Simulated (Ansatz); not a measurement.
Steps of a relaxation of CH$_{3}$ClF$_{2}$Si (`FC[SiH](F)Cl`) with RKS PBE0-D4/def2-TZVP.

```sh
$ ansatz run in.yaml --threads 4 --pin off --events-out ev --progress --plain --max-ram 10444MiB
```

```yaml
crystal:
  periodic: [false, false, false]
  atoms:
    - {symbol: F, position_ang: [0.469442, -0.457511, 1.880369]}
    - {symbol: C, position_ang: [0.353566, 0.449254, 0.829225]}
    - {symbol: Si, position_ang: [-0.322730, -0.455782, -0.690498]}
    - {symbol: F, position_ang: [0.796330, -1.516595, -1.224931]}
    - {symbol: Cl, position_ang: [-0.646798, 0.956403, -2.168889]}
    - {symbol: H, position_ang: [1.348034, 0.899288, 0.604657]}
    - {symbol: H, position_ang: [-0.327300, 1.281730, 1.122443]}
    - {symbol: H, position_ang: [-1.578444, -1.213786, -0.408376]}
basis:
  gaussian: {orbitals: def2-TZVP}
hamiltonian: {xc: pbe0, dispersion: d4}
relax: {f_tol: 0.005, max_steps: 150}
```

Positions (Å) and forces (eV/Å) along the path, 7 of 7 steps:

```xyz
8
step=1 energy=-26912.6306 eV
F     0.469   -0.458    1.880    0.007    0.303   -0.205
C     0.354    0.449    0.829    0.052    0.378   -0.215
Si   -0.323   -0.456   -0.690    0.654   -0.522   -0.457
F     0.796   -1.517   -1.225   -0.953    0.909    0.431
Cl   -0.647    0.956   -2.169    0.094   -0.424    0.432
H     1.348    0.899    0.605   -0.491   -0.314    0.207
H    -0.327    1.282    1.122    0.342   -0.514   -0.072
H    -1.578   -1.214   -0.408    0.294    0.185   -0.121
8
step=2 energy=-26912.6806 eV
F     0.474   -0.440    1.879    0.017    0.044    0.002
C     0.354    0.450    0.821   -0.027    0.103   -0.077
Si   -0.323   -0.456   -0.685    0.561   -0.480   -0.245
F     0.783   -1.500   -1.223   -0.569    0.522    0.303
Cl   -0.644    0.934   -2.142   -0.004    0.013    0.006
H     1.340    0.891    0.608   -0.156   -0.097    0.029
H    -0.321    1.268    1.117    0.099   -0.146   -0.034
H    -1.572   -1.205   -0.430    0.080    0.041    0.016
8
step=3 energy=-26912.6933 eV
F     0.480   -0.438    1.877   -0.002   -0.030    0.005
C     0.350    0.445    0.815   -0.021    0.012   -0.023
Si   -0.318   -0.453   -0.691    0.081   -0.115    0.056
F     0.771   -1.490   -1.206   -0.030    0.040   -0.009
Cl   -0.638    0.939   -2.143   -0.005    0.027   -0.024
H     1.329    0.883    0.600    0.044    0.031   -0.004
H    -0.324    1.254    1.112   -0.020    0.033    0.012
H    -1.559   -1.198   -0.421   -0.048    0.002   -0.013
8
step=4 energy=-26912.6940 eV
F     0.482   -0.438    1.876    0.007   -0.014    0.021
C     0.351    0.447    0.815   -0.012    0.007   -0.017
Si   -0.317   -0.458   -0.688    0.009   -0.006    0.008
F     0.771   -1.492   -1.208    0.003   -0.006   -0.005
Cl   -0.636    0.939   -2.139   -0.002    0.008   -0.009
H     1.330    0.888    0.600    0.000    0.004   -0.001
H    -0.325    1.255    1.113   -0.001    0.000   -0.001
H    -1.565   -1.199   -0.426   -0.004    0.006    0.003
8
step=5 energy=-26912.6940 eV
F     0.486   -0.438    1.876    0.003   -0.003    0.006
C     0.351    0.447    0.815    0.000    0.003   -0.008
Si   -0.316   -0.458   -0.688   -0.003    0.002   -0.001
F     0.770   -1.494   -1.208    0.001   -0.002   -0.001
Cl   -0.634    0.939   -2.140    0.003   -0.001    0.002
H     1.329    0.891    0.600   -0.003    0.001    0.001
H    -0.327    1.254    1.114   -0.002   -0.003    0.000
H    -1.566   -1.196   -0.426    0.001    0.003    0.002
8
step=6 energy=-26912.6941 eV
F     0.492   -0.438    1.876    0.001   -0.003   -0.001
C     0.351    0.446    0.815   -0.006    0.005   -0.001
Si   -0.316   -0.459   -0.688    0.005   -0.001    0.001
F     0.768   -1.497   -1.206    0.000   -0.002   -0.001
Cl   -0.629    0.939   -2.140    0.001    0.000    0.001
H     1.326    0.896    0.599   -0.003    0.001   -0.001
H    -0.331    1.249    1.116    0.003   -0.002    0.000
H    -1.568   -1.193   -0.427    0.000    0.002    0.001
8
step=7 energy=-26912.6941 eV
F     0.497   -0.439    1.874    0.001    0.000    0.000
C     0.351    0.446    0.815   -0.001   -0.003   -0.002
Si   -0.316   -0.459   -0.687   -0.002    0.000    0.000
F     0.766   -1.500   -1.206    0.000    0.001    0.002
Cl   -0.625    0.939   -2.140    0.001    0.000   -0.001
H     1.323    0.900    0.597    0.002    0.002    0.000
H    -0.334    1.246    1.117    0.000    0.000    0.001
H    -1.570   -1.190   -0.427    0.000    0.000    0.000
```

Run time 21 s (4 threads of an Arm Neoverse V1 on a shared host); peak host memory 0.45 GiB.
